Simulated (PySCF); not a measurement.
GeH5NSi, SMILES [NH2][Ge][SiH3] (connectivity only; charge and spin as stated), neutral, multiplicity 1. Atoms are numbered in the order given.

```xyz
8

Ge     0.4855     0.6447     0.0000
N     -1.2705     1.1891     0.0000
H     -1.5192     2.1835     0.0000
H     -2.1018     0.5888     0.0000
Si    -0.1537    -1.7692     0.0000
H      0.3930    -2.4934     1.2094
H      0.3930    -2.4934    -1.2094
H     -1.6565    -1.9722     0.0000
```

Geometry: PBE-D3(BJ)/def2-SVP. Other conformers were not sampled.

All values below come from PBE0/def2-TZVPD in PySCF.

Symmetry labels are those of the subgroup Cs that the program uses (full group Cs).

Computed valence orbital energies around the gap with their symmetry:
```
orbital  symmetry  energy (eV)
-------  --------  -----------
HOMO−7         A'       -15.22
HOMO−6         A'       -14.04
HOMO−5         A'       -13.59
HOMO−4         A'        -9.65
HOMO−3         A"        -9.48
HOMO−2         A'        -9.14
HOMO−1         A"        -8.23
HOMO           A'        -6.28
LUMO           A"        -2.12
LUMO+1         A'        -0.34
LUMO+2         A'         0.38
LUMO+3         A'         0.57
```
